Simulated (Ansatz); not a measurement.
Relaxation of C2H4GaNS2 (10 atoms, charge 0, multiplicity 1), to a largest force component of 0.015 eV/Å in at most 40 steps.

These are results of Ansatz 0.2.0, RKS B3LYP-D4/def2-SVP, not measurements.

```xyz
10
Properties=species:S:1:pos:R:3
S -1.609 1.403 1.072
C -0.733 0.246 1.661
N -0.409 -0.855 0.825
Ga -1.043 -0.528 -0.660
C 1.232 0.184 -1.443
S -0.222 -0.668 -2.071
H -0.352 0.301 2.688
H 0.260 -1.608 1.208
H 2.017 0.252 -2.168
H 0.943 1.223 -1.110
```

Where does it end, and by what steps?

The run converged. After 22 steps the energy has fallen by 8.954 eV; Ga4 moved furthest, 0.80 Å. The start is strongly strained (largest force component 26 eV/Å).

```tsv
step	energy less start (eV)	largest force component (eV/Å)	accepted
0	0.0000	25.803	yes
1	-5.2255	7.327	yes
2	-7.1098	2.157	yes
3	-7.9097	2.200	yes
4	-8.3703	2.444	yes
5	-8.8038	1.370	yes
6	-8.8456	0.706	yes
7	-8.8910	0.927	yes
8	-8.8857	1.067	no
9	-8.9318	0.438	yes
10	-8.9337	0.399	yes
11	-8.9449	0.282	yes
12	-8.9465	0.250	yes
13	-8.9491	0.183	yes
14	-8.9507	0.108	yes
15	-8.9074	0.965	no
16	-8.9532	0.050	yes
17	-8.9460	0.253	no
18	-8.9535	0.025	yes
19	-8.9536	0.038	yes
20	-8.9537	0.026	yes
21	-8.9537	0.028	yes
22	-8.9538	0.014	yes
```

```xyz
10
Properties=species:S:1:pos:R:3
S -1.602 1.320 0.813
C -0.514 0.219 1.552
N -0.135 -0.828 0.880
Ga -1.791 -0.818 -0.613
C 1.048 0.325 -1.573
S -0.119 -0.211 -2.582
H -0.180 0.400 2.589
H 0.460 -1.491 1.379
H 2.078 -0.055 -1.631
H 0.838 1.088 -0.812
```

Run time: 2.4 min on 2 threads of Arm Neoverse V1, with other jobs on the host, peak memory 0.39 GiB.
